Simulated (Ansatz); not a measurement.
This geometry of H$_{3}$NZn (5 atoms, charge 0, multiplicity 1) is a first-order saddle point.

Theory: RKS PBE-D4/def2-TZVP (Ansatz).

```xyz
5
Properties=species:S:1:pos:R:3
N -0.261 -0.763 0.055
Zn 0.354 0.933 -0.094
H -1.006 -1.159 -0.507
H 0.094 -1.442 0.720
H 0.870 2.357 -0.215
```

(1) Which two structures does it join? (They come from a converged band through this point; their orientation in space is the band's.)

(2) How far does it lie above each of them?

Results:

(1) No bond is made or broken. The height of N1 over the plane of its neighbours goes from -0.30 to 0.30 Å. The two ends are copies of one structure, up to a mirror image or an exchange of like atoms.

Image 0:

```xyz
5
Properties=species:S:1:pos:R:3
N -0.116 -0.860 -0.097
Zn 0.343 0.911 -0.097
H -1.057 -1.095 -0.414
H 0.064 -1.386 0.758
H 0.816 2.356 -0.190
```

Image 6:

```xyz
5
Properties=species:S:1:pos:R:3
N -0.410 -0.728 0.216
Zn 0.331 0.917 -0.084
H -0.927 -1.154 -0.553
H 0.193 -1.445 0.619
H 0.862 2.336 -0.240
```

(2) 0.020 eV above the first and 0.020 eV above the second. This is the barrier of this one path; another mechanism may lie lower.

The run took 54 s on 2 threads of Arm Neoverse V1 (shared host), peak memory 0.15 GiB.
